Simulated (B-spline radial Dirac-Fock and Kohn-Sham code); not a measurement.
# The Kα2 (K-L2) line from Ba to Yb

Level of theory: multi-electron Dirac-Fock with separately optimised hole states, Breit and Lamb-shift corrections added in first order; a radial atomic solver. Free neutral atoms. Electron correlation is not included.

The screening constant σ is defined by E = 0.7500·Ry·(Z − σ)², the hydrogen-like form of Moseley's law.

```
 Z  element  computed (eV)  tabulated (eV)      √E      σ
56       Ba        31813.8         31817.0  178.36   0.16
57       La        33031.4         33034.0  181.75   0.11
58       Ce        34275.9         34278.8  185.14   0.04
59       Pr              ?               ?       ?      ?
60       Nd        36844.9         36847.4  191.95  -0.09
61       Pm        38169.3         38171.2  195.37  -0.16
62       Sm        39520.6         39522.4  198.80  -0.23
63       Eu        40899.7         40901.9  202.24  -0.31
64       Gd        42305.8         42308.8  205.68  -0.39
65       Tb        43741.8         43744.1  209.15  -0.47
66       Dy        45204.7         45207.9  212.61  -0.56
67       Ho        46697.1         46699.9  216.10  -0.65
68       Er        48218.4         48221.2  219.59  -0.74
69       Tm        49769.5         49772.7  223.09  -0.84
70       Yb        51349.9         51354.1  226.61  -0.94
```

**Question.** Estimate the missing row, Pr.

**Answer.** Computed 35547.4 eV, tabulated 35550.2 eV, √E = 188.54, σ = -0.02.

Tabulated energies: xraylib 4.2 line table, elements in their standard states.
